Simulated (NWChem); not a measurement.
Total energies of sulfur trioxide (O3S)

```xyz
4

O      0.0000     0.0000     1.4693
S      0.0000     0.0000     0.0000
O     -1.2725     0.0000    -0.7347
O      1.2725     0.0000    -0.7347
```
Charge 0, spin multiplicity 1.

All runs are NWChem calculations. Structure: optimised with PBE/def2-SVP, a minimum by its harmonic frequencies.

Basis set: cc-pVTZ (124 functions).

```tsv
method	total energy (Ha)	relative cost
RHF	-622.12384	1
MP2	-623.03282	3
B2PLYP	-623.65072	3
PBE	-623.53324	under 3
B3LYP	-623.91613	under 3
LDA (SVWN5)	-620.99523	under 3
```

Total energies of different functionals aren't comparable as a measure of quality: only differences taken within one method are. Costs are rough ratios of processor time within this set of runs, SCF included, with RHF as 1.

The correlated methods keep 8 core orbitals frozen. B3LYP has NWChem's definition, with VWN1-RPA local correlation.
